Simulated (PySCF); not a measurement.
**How methods differ on the electron affinity of Ge**

Ge⁻ [Ar] 3d10 4s2 4p3 (4S) → Ge [Ar] 3d10 4s2 4p2 (3P), as a difference of total energies. Calculation: PySCF 2.14, in aug-cc-pVQZ-PP with ECP10MDF (7s6p5d3f2g, 89 functions); a scalar-relativistic core potential. Correlated levels: valence: 3s2 3p6 3d10 frozen. The calculations carry no spin-orbit coupling.

| method | electron affinity (eV) |
| --- | --- |
| UHF | 0.834 |
| MP2 (valence) | 1.321 |
| SCS-MP2 (valence) | 1.152 |
| CCSD (valence) | 1.286 |
| CCSD(T) (valence) | 1.339 |

Q: How much does correlation contribute at CCSD(T) (valence)?

A: 1.339 − (0.834) = 0.505 eV, measured against UHF.

The reference lies between the lowest fine-structure levels, while these numbers refer to the centres of the terms.

Errors of the correlated levels include the incompleteness of this basis and the frozen core.

For comparison: 1.233 eV (measured; photodetachment measurements, as compiled on the Wikipedia data page of electron affinities).
